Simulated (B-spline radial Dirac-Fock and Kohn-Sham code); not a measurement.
Nb 3s: cross section and angular parameters

System: neutral niobium, 1s2 2s2 2p6 3s2 3p6 3d10 4s2 4p6 4d4 5s1; threshold 466.6 eV (tabulated edge). Level of theory: Dirac-Hartree-Slater photoionisation with a Latter tail; cross sections with all multipoles, angular parameters from the dipole term and its interference with E2; a B-spline atomic structure program.

For linearly polarised light dσ/dΩ = σ/(4π) [1 + β P₂(cos θ) + (δ + γ cos²θ) sin θ cos φ], with θ from the polarisation vector and φ the angle between the beam and the projection of the electron momentum on the plane normal to the polarisation.

```
hν (eV)  σ (kb)      β      γ
    650     106  1.993  0.486
    784    83.0  1.994  0.376
   1000    58.3  1.995  0.232
 1253.6    40.9  1.996  0.109
   1300    38.5  1.996  0.091
   3950    5.10  1.997  0.004
   4020    4.92  1.997  0.012
   5620    2.49  1.997  0.225
   6000    2.17  1.997  0.279
   6720    1.71  1.997  0.384
 8047.8    1.16  1.997  0.577
  11600       ?      ?      ?
  15000   0.280  1.996  1.483
```

Q: Give the values at 11600 eV.

A: σ = 0.511 kb, β = 1.996, γ = 1.067. For an s subshell δ is negligible.

Values without a named source are computed, but for edge energies of neutral atoms, which are taken from tables.
